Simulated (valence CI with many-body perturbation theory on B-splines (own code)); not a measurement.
## Tl⁶⁷⁺: fill in the table

Level of theory: relativistic CI+MBPT: four valence electrons over a frozen Dirac-Fock core [Ne], radial functions for each j: 11 s, 11 p, 9 d, 7 f, 5 g, 2 h, 1 i, with the one-electron correlation potential Σ1 (screened to all orders), the two-electron term Σ2, the three-electron term Σ3, Breit, model QED; selected single and double excitations, second order for the rest (own B-spline code, finite nucleus).

No measured spectrum was set against this ion. As an estimate, large intervals hold to a few tenths of a per cent, small ones and those within an open d or f shell to about a per cent.

```csv
Level,E (eV)
(3s^2 3p1/2^2) J=0,0.0
(3s^2 3p1/2 3p3/2) J=1,542.8
(3s^2 3p1/2 3p3/2) J=2,553.0
(3s 3p1/2^2 3p3/2) J=2,739.0
(3s 3p1/2^2 3p3/2) J=1,768.6
(3s^2 3p1/2 3d3/2) J=2,789.6
(3s^2 3p1/2 3d3/2) J=1,840.9
(3s^2 3p1/2 3d5/2) J=2,?
(3s^2 3p1/2 3d5/2) J=3,?
(3s 3p1/2^2 3d3/2) J=1,?
(3s 3p1/2^2 3d3/2) J=2,999.2
(3s^2 3p3/2^2) J=2,1104.0
(3s^2 3p3/2^2) J=0,?
(3s 3p1/2^2 3d5/2) J=3,1131.3
(3s 3p1/2^2 3d5/2) J=2,1147.0
(3s 3p1/2 3p3/2^2) J=2 [a],1270.4
(3s 3p1/2 3p3/2^2) J=3,1291.9
(3s 3p1/2 3p3/2^2) J=0,1303.9
(3s 3p1/2 3p3/2^2) J=2 [b],?
(3s 3p1/2 3p3/2^2) J=1 [a],?
```

Levels are named by their leading jj configuration (3d3/2^4 stands for four electrons in 3d with j = 3/2), which in mixed levels can hold well under half, so a name can repeat and another be missing. Letters in brackets count levels of one name in rising energy.

(1) The levels stand in rising order. What does the calculation give for the missing energies?

## Answers

(1) (3s^2 3p1/2 3d5/2) J=2 935.6; (3s^2 3p1/2 3d5/2) J=3 937.3; (3s 3p1/2^2 3d3/2) J=1 990.8; (3s^2 3p3/2^2) J=0 1126.8; (3s 3p1/2 3p3/2^2) J=2 [b] 1319.9; (3s 3p1/2 3p3/2^2) J=1 [a] 1321.2.
